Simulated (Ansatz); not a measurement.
NTi, doublet (typed; the unrestricted solution is spin-contaminated), at a GFN2-xTB geometry (such geometries of metal compounds can be far from the true shape), with bond 2-1 at 1.5 times its length; HF/def2-SV(P) in Ansatz (a first-principles code).

Here is a job for Ansatz.
Ansatz 0.2 input:
```yaml
crystal:
  periodic: [false, false, false]
  atoms:
    - {symbol: Ti, position_ang: [-0.00000000, -0.00000000, -0.41370624]}
    - {symbol: N, position_ang: [0.00000000, 0.00000000, 2.15718255]}
basis:
  gaussian:
    orbitals: def2-SV_P_.json
hamiltonian:
  xc: hf
magnetization: {spin_polarized: true, initial_magnetization: 1}
scf: {lower_state_search: off}
```
The basis file holds def2-SV(P) in the JSON format of the Basis Set Exchange.

Output, abridged:

```
Functional definition: HF
these checks for a lower state are left out or cut short: stability, starts, cluster_reference, orbital_swaps, neighbouring_geometries, increment
506 factors; integrals over basis functions are off by at most 2.8e-4 eV
mean field evaluation 1: about -24513.1568 eV, gradient 5.9e1 eV
mean field evaluation 2: about -24513.1785 eV, gradient 6.0e1 eV
mean field evaluation 4: about -24389.2114 eV, gradient 1.2e2 eV
mean field evaluation 8: about -24552.2015 eV, gradient 1.2e1 eV
mean field evaluation 16: about -24560.9564 eV, gradient 9.4e-7 eV
mean field -24560.95642215 eV, -902.5985004999 hartree, gradient 6.1e-6 eV, S^2 2.822107; 0 other end points of the search recorded, 0 dependent functions left out
reference -24560.95642215 eV, -902.5985004999 hartree; 15, 14 occupied and 23, 24 virtual orbitals, 506 factors
Total energy: -24560.95642215 eV, -902.5985004999 hartree
Checks for a lower state left out: stability, starts, cluster_reference, orbital_swaps, neighbouring_geometries, increment
```
